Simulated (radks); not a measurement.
The numbers below are computed, except where a source is named.
Problem. All-electron atom: Mo2+ in [Kr] 4d4. Code: a radial shooting solver on a logarithmic mesh with Libxc functionals. Model: non-relativistic Kohn-Sham, r2SCAN, spin-unpolarised, spherical densities, point nucleus; meta-GGA in the generalised Kohn-Sham scheme; relativity is left out, which matters for an element this heavy. Some entries of the table are withheld. Estimate them.

orbital  occ.  eigenvalue (hartree)  <r^2> (bohr^2)  <1/r> (bohr^-1)
1s          2                   (1)        0.001765              (2)
2s          2             -99.94894         0.02958              (3)
2p          6             -92.01402         0.02256            9.343
3s          2             -17.70646          0.2211            3.253
3p          6             -14.63187          0.2200            3.153
3d         10              -9.02957          0.2063            2.968
4s          2              -2.97714           1.459            1.189
4p          6                   (4)           1.760            1.076
4d          4              -0.76971           3.435           0.7803

Solution. 
(1) 1s eigenvalue (hartree): -712.4080
(2) 1s <1/r> (bohr^-1): 41.48
(3) 2s <1/r> (bohr^-1): 9.365
(4) 4p eigenvalue (hartree): -2.09807
